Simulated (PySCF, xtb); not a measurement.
C2H4FNSi, SMILES F[C@@H]1N=C[SiH2]1.

GFN2-xTB (xtb) at its own geometry gives an orbital gap of 2.55 eV and a dipole moment of 4.52 D.

Geometry: TPSSh-D3(BJ)/def2-SVP. The structure was generated by enumeration; whether it is a known compound was not checked.

### Question
What does PBE/def2-TZVP run with PySCF give? (An estimate is asked for; the answer gives what the named calculation found.)

### Answer
gap 3.53 eV (levels -5.95 and -2.42 eV), dipole 2.65 D.
